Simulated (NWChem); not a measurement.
System: CH5F2NSi; SMILES NC[SiH](F)F

```xyz
10

N      0.0822     2.2677     0.0085
C     -0.7563     1.1126    -0.3039
Si    -0.0236    -0.4875     0.3147
F      1.4585    -0.6194    -0.3291
F     -0.8604    -1.7855    -0.1681
H      0.1745     2.4004     1.0138
H      1.0232     2.1451    -0.3610
H     -0.9100     1.0524    -1.3957
H     -1.7658     1.2651     0.1152
H      0.1326    -0.5510     1.7896
```
Atoms are numbered in this order, from 1.

Level: PBE0/def2-SVP (NWChem), optimised geometry, unscaled harmonic frequencies. 

List the harmonic frequencies with IR intensities, and the thermochemistry.


| frequency (cm⁻¹) | IR intensity (km/mol) |
|---|---|
| 74 | 1.6 |
| 122 | 4.3 |
| 241 | 38.0 |
| 280 | 33.0 |
| 316 | 23.0 |
| 348 | 6.3 |
| 666 | 4.9 |
| 743 | 113.6 |
| 822 | 53.0 |
| 835 | 65.1 |
| 846 | 167.1 |
| 910 | 173.9 |
| 966 | 191.1 |
| 1078 | 18.4 |
| 1107 | 6.1 |
| 1276 | 3.0 |
| 1364 | 0.1 |
| 1414 | 8.4 |
| 1638 | 22.4 |
| 2287 | 128.4 |
| 3059 | 10.5 |
| 3116 | 4.7 |
| 3541 | 2.7 |
| 3630 | 7.4 |

- zero-point energy = 43.8 kcal/mol
- thermal correction to the enthalpy at 298.15 K (with zero-point energy) = 48.6 kcal/mol
- heat capacity Cv = 21.9 cal/(mol K)
- entropy at 298.15 K and 1 atm (symmetry number 1) = 80.7 cal/(mol K)
- dipole moment = 1.64 D

Rigid rotor and harmonic oscillator; modes under 100 cm⁻¹ make the entropy uncertain.
